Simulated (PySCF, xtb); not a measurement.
C3H8FNSi, SMILES C=C(F)C[SiH2]N.

GFN2-xTB (xtb) at its own geometry gives an orbital gap of 4.83 eV and a dipole moment of 1.49 D.

Geometry optimised at B3LYP-D3(BJ)/def2-SVP. This is a generated structure with no PubChem entry under its InChIKey; it may be hypothetical. One conformer was computed; it need not be the lowest.

**Question.** What does B3LYP/def2-TZVP in PySCF give? (An estimate is asked for; the answer gives what the named calculation found.)

**Answer.** gap 6.90 eV (levels -6.93 and -0.03 eV), dipole 0.62 D.
